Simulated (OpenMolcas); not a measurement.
# O3+: the spin-orbit constant, worked from levels

```
Program             : OpenMolcas 26.06
Basis               : ANO-RCC-VQZP [5s4p3d2f1g]
Scalar Hamiltonian  : DKH2, point nucleus
Active space        : 3 electrons in 9 orbitals (RAS2 2s 2p; RAS3 3d, at most 2 electrons)
State averaging     : 2S+1 = 4 odd, 1 root; 2S+1 = 2 odd, 11 roots; 2S+1 = 4 even, 3 roots; 2S+1 = 2 even, 9 roots
Spin-orbit coupling : RASSI with atomic mean-field integrals over the reference wave functions, term energies averaged over their components
```

Methods: RASSCF; MS-RASPT2, IPEA 0.25 Eh, imaginary shift 0.1 Eh (closed shells correlated: 1s). Measured levels: Moore, Selected Tables of Atomic Spectra, NSRDS-NBS 3, section 10.

**The spin-orbit constant.** For the Hund term 2P* of p1, E(J) = (A/2) J(J+1) + constant and ζ = 2S·A = A. From J = 1/2 to J = 3/2 the energy changes by 1.5 A.

```csv
Source,E(3/2) - E(1/2),A,ζ
RASSCF,351.4,234.3,234
MS-RASPT2,352.1,234.7,235
measured,385.9,257.3,257
```

All in cm-1. MS-RASPT2 is off by -8.8 % and RASSCF by -8.9 %. Both methods take the spin-orbit matrix elements from the reference wave functions, so the second can move ζ only through the term energies and any multistate remixing.

Active for correlation alone: 3d; no level in the range computed is led by a configuration that fills it, so any true level of that kind is missing. Computed and measured levels are paired by configuration, term and J; levels that our copy of the source lacks, or whose pairing is in doubt (as where it misses far off the trend of its configuration), stay unpaired and out of the deviations. Levels of configurations outside the active space are missing.

* marks odd parity.
